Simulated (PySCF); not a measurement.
Ge(F)(SH), SMILES [Ge]([F])[SH] (HFGeS) (PBE0/def2-SVP optimised geometry):

```
4

Ge    -1.051    -0.197     0.000
F     -1.235     1.549     0.000
S      1.194    -0.197     0.000
H      1.235    -1.549    -0.001
```

Computed with PySCF with PBE0/def2-TZVP.

What are the frontier orbital energies and the dipole moment?

HOMO-2 -10.96 eV, HOMO-1 -8.10 eV, HOMO -7.61 eV, LUMO -2.46 eV, LUMO+1 -0.18 eV; dipole moment 2.55 D.

On the same geometry PBE/def2-TZVP in PySCF gives HOMO-2 -9.24 eV, HOMO-1 -6.91 eV, HOMO -6.50 eV, LUMO -3.17 eV, LUMO+1 -0.98 eV; dipole moment 2.39 D.

Meta-Löwdin charges at PBE0/def2-TZVP: Ge1 0.64, F2 -0.50, S3 -0.25, H4 0.11.
